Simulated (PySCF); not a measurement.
Molecule: `O=CN1CC=CC1`, C5H7NO.

Bonds (- single, = double, # triple, : aromatic): O1=C2, C2-N3, N3-C4, C4-C5, C5=C6, C6-C7, C7-N3. C2 carries H8; C4 carries H9, H10; C5 carries H11; C6 carries H12; C7 carries H13, H14.

Frames of a GFN2-xTB Langevin trajectory at 200 K; GIAO PBE0/pcSseg-1 shieldings in PySCF 2.14.0 with density-fitted response routines, gas phase, non-relativistic; equivalent atoms averaged within each frame.

Shifts are taken against calculated references (same method and geometry level): H2O for ¹⁷O (σref 336.08); ¹³C (σref 186.93), ¹H (σref 31.72) against TMS; ¹⁵N (σref 267.73) against NH3. The references are static minima.

How do the shifts (ppm) fluctuate along the trajectory?

Answers


```
         time (fs)     O1     C2     C6     C5    C4    C7     N3    H8   H12   H11
               250  462.2  169.1  142.3  134.2  58.6  56.7  145.2  8.42  6.33  5.87
               425  424.2  159.6  140.7  132.6  59.5  59.7  132.3  8.32  6.97  6.54
               625  439.3  163.0  135.3  135.9  56.1  55.7  130.2  8.49  5.20  6.05
               800  406.3  154.9  135.4  131.5  58.5  55.4  130.2  9.32  6.42  6.03
              1000  410.2  157.8  141.1  130.6  58.1  57.0  133.1  8.89  6.77  6.01
    mean of frames  428.4  160.9  139.0  133.0  58.2  56.9  134.2  8.69  6.34  6.10
standard deviation   22.9    5.5    3.3    2.1   1.3   1.7    6.3  0.42  0.69  0.25
```

5 frames give an uncertainty of the mean of about the standard deviation over 2.2 at best, since frames this close in time may not be independent; classical motion lacks zero-point vibration, and the reference would need the same averaging.
